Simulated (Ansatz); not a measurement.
Reaction (atomization): `Br[SiH]1[NH][AlH]1` → Al• + Br• + 3 H• + N• + Si•

Computed with Ansatz on PBE0-D4/def2-TZVP structures; ΔE is electronic, products minus reactants. CCSD(T)/CBS adds triple-zeta CCSD(T) − MP2 to the extrapolated MP2 energy (def2 sets, frozen cores). This one scheme is used for every species, atoms too. Functionals use def2-TZVPP. HSE06 is defined as in plane-wave codes. No spin–orbit coupling; open shells (•) take unrestricted orbitals. Spin–orbit coupling would lower the free atoms: a little for Al, Si; clearly for Br. For Br outer-core shells are correlated without core-valence functions, so the limit isn't a true one: a few kJ/mol of doubt a bond, and 10 to 20 or more in all where bonds break to atoms. Scalar relativity is left out up to krypton.

```csv
level,ΔE (eV),difference from CCSD(T)/CBS
r2SCANh-D4,21.40,-0.16
HSE06-D4,21.36,-0.20
BHLYP-D4,20.71,-0.85
B2PLYP,21.07,-0.49
r2SCAN,21.54,-0.02
PBE0,21.18,-0.38
r2SCAN0,21.09,-0.47
HSE06,21.21,-0.35
LC-ωPBE,21.21,-0.35
CCSD/def2-SVP,19.07,-2.49
CCSD(T)/def2-SVP,19.40,-2.16
HF/def2-TZVPP,14.55,-7.01
MP2/def2-TZVPP,21.12,-0.44
HF/def2-QZVPP,14.61,-6.95
SCS-MP2/def2-QZVPP,21.62,0.06
CCSD/CBS(def2),21.11,-0.45
CCSD(T)/CBS,21.56,0
```

Largest T1 diagnostic among the species: 0.018.

The D4 term adds +0.31 eV with B3LYP and +0.16 eV with PBE0; it sums over pairs of atoms, weighted by their polarisabilities, and B3LYP, whose exchange is more repulsive, gets the larger term. From r2SCAN to r2SCAN0 (25 % exact exchange), in def2-TZVPP and without D4, ΔE moves by −0.45 eV: exact exchange takes away binding that semilocal exchange gives to molecules.

B3LYP here is the variant with VWN-RPA as its local correlation; programs differ in this.

For atomizations the MP2-based limit and the directly extrapolated one differ by several kJ/mol either way, and by 10 to 25 for some Ge, Se and Sn compounds, so smaller differences from it don't rank the levels.
